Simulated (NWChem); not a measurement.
Species: SiNH$_{2}$Cl$_{3}$; SMILES N[Si](Cl)(Cl)Cl

```xyz
7

N     -0.2649     1.9553     0.0000
Si    -0.0294     0.2768     0.0000
Cl    -0.8939    -0.4945    -1.6868
Cl    -0.8939    -0.4945     1.6868
Cl     1.9347    -0.3379     0.0000
H     -0.1161     2.4970    -0.8440
H     -0.1161     2.4970     0.8440
```
Atoms are numbered in this order, from 1.

Program: NWChem. Pople sets run with spherical d functions. All runs use the structure optimised with PBE0/def2-SVP. Total energies compare along this basis series because the functional is fixed.

```tsv
level	basis functions	energy (Ha)	highest occupied level (eV)	orbital gap (eV)	dipole (D)
PBE0/STO-3G	43	-1706.5249	-6.09	7.98	3.54
PBE0/3-21G	65	-1717.0672	-8.56	7.87	3.71
PBE0/6-31G*	90	-1725.5171	-8.37	8.38	2.99
PBE0/6-31+G*	110	-1725.5237	-8.48	7.87	2.73
PBE0/6-311G**	134	-1725.6495	-8.52	8.22	2.92
PBE0/6-311++G**	156	-1725.6566	-8.52	7.89	2.64
```
